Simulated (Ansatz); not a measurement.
`F[SiH](F)[SeH]` and `F[Si](F)([SeH])[SeH]` differ in one atom or group.

Ansatz, PBE0-D4/def2-TZVP geometries, multiplicity 1. Each molecule was computed in one conformer, which needn't be the lowest.

Scalar relativity is left out up to krypton.

```tsv
property	`F[SiH](F)[SeH]`
HOMO–LUMO gap (B3LYP/def2-TZVPP) / eV	6.84
LUMO energy (ωB97M-V/def2-TZVPP) / eV	1.53
zero-point energy (PBE0-D4/def2-TZVP) / kJ/mol	60.8
HOMO–LUMO gap (PBE0/def2-TZVPP) / eV	7.36
size of the dipole moment (B3LYP/def2-TZVPP) / D	0.93
HOMO–LUMO gap (ωB97M-V/def2-TZVPP) / eV	11.46
```

Problem. What does the change do to each property? (Estimate.)

Solution. Computed: 
```tsv
property	`F[Si](F)([SeH])[SeH]`	shift
HOMO–LUMO gap (B3LYP/def2-TZVPP) / eV	6.35	-0.49
LUMO energy (ωB97M-V/def2-TZVPP) / eV	1.18	-0.35
zero-point energy (PBE0-D4/def2-TZVP) / kJ/mol	61.8	1.0
HOMO–LUMO gap (PBE0/def2-TZVPP) / eV	6.83	-0.53
size of the dipole moment (B3LYP/def2-TZVPP) / D	1.93	1.00
HOMO–LUMO gap (ωB97M-V/def2-TZVPP) / eV	10.91	-0.55
```

With PBE0 the HOMO rises by 0.16 eV and the LUMO falls by 0.38 eV, so the gap narrows by about 0.54 eV. PBE moves the HOMO by 0.14 eV and ωB97M-V by 0.20 eV. The zero-point energy changes by 1.0 kJ/mol with +3 modes. Dipoles are sizes alone; their direction can turn.

B3LYP here is the variant with VWN-RPA as its local correlation; programs differ in this.

Spin–orbit coupling is left out; it splits and shifts lone-pair levels of the heavy atoms by tenths of an eV.
